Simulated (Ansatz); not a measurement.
`N[SiH](F)Cl` + NH₃ → `N[SiH](N)F` + HCl at 500 K and 1 bar (ligand exchange at the Si–Cl bond).

Calculated with Ansatz (gas phase, PBE0-D4/def2-TZVP geometries, no zero-point term in ΔE). CCSD(T)/CBS adds triple-zeta CCSD(T) − MP2 to the extrapolated MP2 energy (def2 sets, frozen cores). This one scheme is used for every species. Each species was taken in one conformer, which may not be the lowest.

| species | CCSD(T)/CBS energy (Eh) | H − E (kJ/mol) | S (J/(mol·K)) |
| --- | --- | --- | --- |
| `N[SiH](F)Cl` | -905.31614 | 141.3 | 367.1 |
| NH₃ | -56.50880 | 108.2 | 211.8 |
| `N[SiH](N)F` | -501.43075 | 211.1 | 370.8 |
| HCl | -460.38127 | 32.5 | 201.9 |

H − E and S are ideal-gas, rigid-rotor, harmonic terms from PBE0-D4/def2-TZVP, for one conformer and one mirror image of each species. 1 Eh = 2625.50 kJ/mol, R = 8.31446 J/(mol·K).

Q: By hand: ΔE, ΔH, ΔS and ΔG.

A: ΔE = (-501.43075) + (-460.38127) − (-905.31614) − (-56.50880) = 0.01292 Eh = 33.9 kJ/mol. Δ(H − E) = 211.1 + 32.5 − 141.3 − 108.2 = -5.9, so ΔH = 28.0 kJ/mol. ΔS = 370.8 + 201.9 − 367.1 − 211.8 = -6.2 J/(mol·K). ΔG = 28.0 − 500 × (-6.2)/1000 = 31.1 kJ/mol.

Q: By hand: the equilibrium constant, and the temperature at which ΔG would vanish if ΔH and ΔS stayed fixed.

A: log₁₀ K = −ΔG/(RT ln 10) = -3.2. ΔH and −TΔS have one sign here, so there is no such temperature.

The number of gas molecules stays the same, so ΔS is small and ΔH decides. A doubt of 5 kJ/mol in ΔE shifts log₁₀ K by 0.5 here. Other conformers and mirror images would add mixing entropy, several J/(mol·K) or more a flexible species. These are equilibria of isolated gas molecules and say nothing of rates. Largest T1 diagnostic: 0.010 (customary marks: 0.02 for closed shells, 0.045 for open ones).

ΔS is within the doubt of such terms, so its sign, and with it that verdict, could turn.
